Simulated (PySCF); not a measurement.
The third ionisation energy along group 14

All values are computed (PySCF 2.14, energy differences of UHF-based or UKS calculations, no spin-orbit coupling). Values in eV. The last column holds reference values (NIST; (s) semi-empirical, (t) theoretical, else measured). Unmarked ones compare directly (S terms, centres of terms, or small fine structure); those marked * lie between the lowest fine-structure levels and include a spin-orbit shift.

```tsv
element	configurations	LDA	PBE	PBE0	MP2 (valence)	SCS-MP2 (valence)	CCSD(T) (valence)	reference
C (x2c-QZVPPall, spin-free X2C)	[He] 2s2 → [He] 2s1	46.968	47.126	47.061	47.022	47.267	47.814	47.888
Si (x2c-QZVPPall, spin-free X2C)	[Ne] 3s2 → [Ne] 3s1	33.592	33.447	33.309	32.929	33.111	33.258	33.493
Ge (x2c-QZVPPall, spin-free X2C)	[Ar] 3d10 4s2 → [Ar] 3d10 4s1	34.825	34.411	34.038	33.015	33.178	33.292	34.058
Sn (x2c-QZVPPall, spin-free X2C)	[Kr] 4d10 5s2 → [Kr] 4d10 5s1	31.166	30.689	30.342	29.224	29.364	29.462	30.506
Pb (x2c-QZVPPall, spin-free X2C)	[Xe] 4f14 5d10 6s2 → [Xe] 4f14 5d10 6s1	32.596	32.110	31.752	30.368	30.486	30.541	31.937
```

Problem. Which of these methods has the smallest mean absolute error against the measured values here?

Solution. PBE0, with 0.276 eV.

| method | elements | mean error (eV) | mean absolute error (eV) | largest error (eV) |
| --- | --- | --- | --- | --- |
| LDA | 5 | 0.253 | 0.621 | -0.920 |
| PBE | 5 | -0.020 | 0.303 | -0.762 |
| PBE0 | 5 | -0.276 | 0.276 | -0.827 |
| MP2 (valence) | 5 | -1.065 | 1.065 | -1.569 |
| SCS-MP2 (valence) | 5 | -0.895 | 0.895 | -1.451 |
| CCSD(T) (valence) | 5 | -0.703 | 0.703 | -1.397 |

Errors include the incompleteness of the basis and the frozen core.

"Valence" correlates the outer s and p shells and, in groups 3 to 12 and the f block, the outer d or f shell, open or full, or the next shell where the ion has no valence electron left; the wider scheme adds the next inner shell.
